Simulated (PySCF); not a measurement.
What binds SiSb: the parts of the energy along the bond

State: ²Π, doublet, unpaired electrons π ↑. ROHF-based CCSD(T) in PySCF 2.14 with Si aug-cc-pV(D+d)Z, Sb cc-pwCVDZ-PP with ECP28 and Si aug-cc-pV(T+d)Z, Sb cc-pwCVTZ-PP with ECP28 (frozen core orbitals: 9; scalar-relativistic core potentials). Correlation energies are extrapolated as n⁻³ (n = 2, 3), Hartree–Fock as (n+1)·exp(−9√n). All energies in eV from Si + Sb.

| R (Å) | HF/CBS | CCSD corr. | (T) | total |
| --- | --- | --- | --- | --- |
| 2.1005 | 0.040 | -1.752 | -0.2523 | -1.963 |
| 2.1960 | -0.471 | -1.750 | -0.2737 | -2.495 |
| 2.2915 | -0.699 | -1.761 | -0.2989 | -2.760 |
| 2.3870 | -0.724 | -1.783 | -0.3276 | -2.835 |
| 2.4824 | -0.605 | -1.814 | -0.3591 | -2.778 |
| 2.6018 | -0.324 | -1.862 | -0.4011 | -2.587 |
| 2.7211 | 0.047 | -1.920 | -0.4440 | -2.317 |

A fit to the total gives Re = 2.3877 Å, De = 2.835 eV, ωe = 413.4 cm⁻¹, Be = 0.1302 cm⁻¹ (masses 27.9769 and 120.9038 u).

Q: At R = 2.3870 Å the CCSD correlation energy is -0.454831 hartree in the smaller basis and -0.655030 in the larger. Extrapolate it.

A: (3³·E3 − 2³·E2)/(3³ − 2³) = -0.73932 hartree; the larger basis holds 88.6 % of it.

The T1 diagnostic is 0.021. The state was picked by a PBE0 search and need not be the measured ground state. Spin–orbit coupling, excitations beyond (T) and corrections to the Born–Oppenheimer picture are left out, and spin–orbit coupling matters for open p, d or f shells this heavy.
